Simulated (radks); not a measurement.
The numbers below are computed, except where a source is named.
Mg3+, 9 electrons, occupied as 1s1.5 2s2 2p5 3s0.5 (fractional occupations, a model configuration). Code: a radial shooting solver on a logarithmic mesh with Libxc functionals. Model: scalar-relativistic Kohn-Sham, revPBE, spin-unpolarised, spherical densities, finite nucleus; Fermi nuclear charge, rms radius 3.057 fm.

Local quantities along the radius. ELF = 1/(1 + alpha^2) is the electron localisation function; alpha = (tau - tau_W)/tau_unif compares the Pauli kinetic energy density with that of the uniform gas; r v_xc is r times the local exchange-correlation potential (hartree bohr); 4 pi r^2 rho is in e/bohr. tau is taken from the large components.

r (bohr),ELF,alpha,r v_xc,4 pi r^2 rho
0.00669,1.000,0.01273,-0.09806,0.4248
0.007483,1.000,0.01303,-0.1048,0.5210
0.008437,1.000,0.01341,-0.1129,0.6466
0.009513,1.000,0.01386,-0.1218,0.8003
0.01064,1.000,0.01436,-0.1310,0.9736
0.012,1.000,0.01499,-0.1418,1.197
0.01353,1.000,0.01574,-0.1538,1.465
0.01513,1.000,0.01658,-0.1660,1.762
0.01706,1.000,0.01765,-0.1802,2.137
0.01908,1.000,0.01886,-0.1947,2.544
0.02151,1.000,0.02043,-0.2114,3.048
0.02426,1.000,0.02236,-0.2294,3.624
0.02713,0.999,0.02459,-0.2474,4.228
0.03059,0.999,0.02759,-0.2677,4.943
0.03449,0.999,0.03142,-0.2892,5.718
0.03858,0.999,0.03603,-0.3100,6.482
0.04349,0.998,0.04248,-0.3329,7.321
0.04904,0.997,0.05117,-0.3560,8.148
0.05485,0.996,0.06221,-0.3775,8.873
0.06185,0.994,0.07866,-0.3998,9.551
0.06973,0.990,0.1024,-0.4207,10.08
0.07799,0.982,0.1348,-0.4383,10.39
0.08794,0.966,0.1868,-0.4542,10.49
0.09915,0.933,0.2677,-0.4664,10.33
0.1109,0.871,0.3853,-0.4739,9.954
0.125,0.747,0.5826,-0.4776,9.349
0.141,0.559,0.8876,-0.4771,8.617
0.1577,0.376,1.289,-0.4732,7.922
0.1778,0.236,1.802,-0.4649,7.294
0.1989,0.171,2.201,-0.4544,6.935
0.2242,0.158,2.305,-0.4547,6.891
0.2528,0.199,2.008,-0.4931,7.244
0.2828,0.293,1.554,-0.5591,7.898
0.3188,0.449,1.108,-0.6321,8.829
0.3595,0.613,0.7950,-0.6980,9.805
0.4021,0.728,0.6112,-0.7516,10.55
0.4533,0.804,0.4939,-0.7974,10.96
0.5111,0.844,0.4295,-0.8280,10.83
0.5717,0.861,0.4018,-0.8410,10.16
0.6446,0.862,0.4001,-0.8362,8.932
0.7268,0.845,0.4290,-0.8098,7.340
0.8129,0.803,0.4954,-0.7645,5.728
0.9166,0.707,0.6436,-0.6953,4.087
1.033,0.518,0.9652,-0.6156,2.713
1.156,0.277,1.616,-0.5513,1.754
1.303,0.100,3.004,-0.5096,1.073
1.469,0.041,4.846,-0.4836,0.6811
1.644,0.034,5.356,-0.4468,0.4885
1.853,0.063,3.843,-0.4259,0.3786
2.073,0.184,2.107,-0.4296,0.3086
2.337,0.519,0.9621,-0.3943,0.2375
2.635,0.849,0.4220,-0.3544,0.1661
2.947,0.963,0.1955,-0.3505,0.1064
3.323,0.993,0.08669,-0.3648,0.05746
3.747,0.998,0.03915,-0.3545,0.02630
4.191,1.000,0.01903,-0.3058,0.01069
4.725,1.000,0.008974,-0.2294,0.003322
5.327,1.000,0.004299,-0.1534,0.0008166
5.959,1.000,0.002174,-0.09603,0.0001747

On this mesh the ELF has minima near r = 0.22, 1.6 bohr, which separate the shells, and maxima near 0.64 (0.86).
